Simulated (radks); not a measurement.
Results of a calculation; reference values are marked as such.
Task: Radial electron density D(r) = 4 pi r^2 rho(r) of an atom or ion with 23 electrons. Level of theory: Dirac Kohn-Sham, SOGGA, spin-unpolarised, spherical densities, point nucleus (a radial shooting solver on a logarithmic mesh with Libxc functionals).

```
   r/bohr * D(r) (the largest magnitude, 34.8, reaches the edge; | marks zero)
 0.004287 |   *
 0.004873 |    *
 0.005582 |     *
 0.006396 |      *
 0.007269 |        *
 0.008328 |          *
 0.009465 |             *
  0.01084 |                *
  0.01242 |                   *
  0.01412 |                       *
  0.01618 |                           *
  0.01853 |                               *
  0.02106 |                                   *
  0.02413 |                                        *
  0.02743 |                                           *
  0.03143 |                                              *
    0.036 |                                                *
  0.04092 |                                                 *
  0.04688 |                                                *
  0.05328 |                                              *
  0.06104 |                                           *
  0.06994 |                                        *
  0.07949 |                                      *
  0.09107 |                                      *
   0.1043 |                                       *
   0.1186 |                                          *
   0.1359 |                                               *
   0.1544 |                                                   *
   0.1769 |                                                      *
   0.2027 |                                                      *
   0.2304 |                                                  *
   0.2639 |                                          *
   0.3024 |                                 *
   0.3436 |                          *
   0.3937 |                     *
   0.4475 |                   *
   0.5127 |                     *
   0.5873 |                       *
   0.6675 |                         *
   0.7648 |                        *
   0.8692 |                     *
   0.9959 |                *
    1.141 |           *
    1.297 |       *
    1.486 |    *
    1.702 |  *
    1.935 |*
    2.216 |*
    2.519 *
    2.886 *
    3.306 *
    3.758 *
    4.305 *
    4.933 *
    5.606 *
```

What is the nuclear charge?

Result: Z = 26. The innermost maximum, from 1s, lies near gamma/Z bohr with gamma = sqrt(1 - (Z/c)^2) = 0.982, here 0.0378 bohr (found: 0.0406), and its height grows with Z. The density is that of the iron ion Fe3+ in [Ar] 3d4.75 4s0.25; the configuration itself is not fixed sharply by these data, and Z only to about a unit. D(r) has 3 maxima, at r = 0.0406, 0.186, 0.689 bohr, and minima at 0.0889, 0.444 bohr, inside which lie 2.11, 10.67 electrons.
